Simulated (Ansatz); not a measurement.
Total energies of Te(CCH)2 (C₄H₂Te) from Ansatz at r2SCAN-D4/def2-TZVP, gas phase (1 Eh = 27.2114 eV = 2625.5 kJ/mol). The reference geometry is relaxed at PBE-D4/def2-SVP.

```csv
state,geometry,energy (Eh)
charge 0 singlet,reference,-421.55118
charge 1 doublet,reference,-421.25198
free Te atom (triplet),–,-268.08831
free C atom (triplet),–,-37.83292
free H atom (doublet),–,-0.49993
```

In the def2 sets Te takes a core potential; there is no spin–orbit coupling.

(1) Work out the vertical ionisation energy to the doublet.

(2) What is the binding energy per atom against free atoms?

(1) E(charge 1 doublet) − E(charge 0 singlet) = -421.25198 − (-421.55118) = 0.29920 Eh = 8.14 eV. For comparison, −ε of the highest occupied level is 5.60 eV at this level, 2.54 eV less.

(2) Atoms: 1 × (-268.08831) + 4 × (-37.83292) + 2 × (-0.49993) = -420.41985 Eh. Binding: -420.41985 − (-421.55118) = 1.13133 Eh = 30.79 eV, or 4.40 eV for each of 7 atoms (no zero-point energy, no counterpoise term).
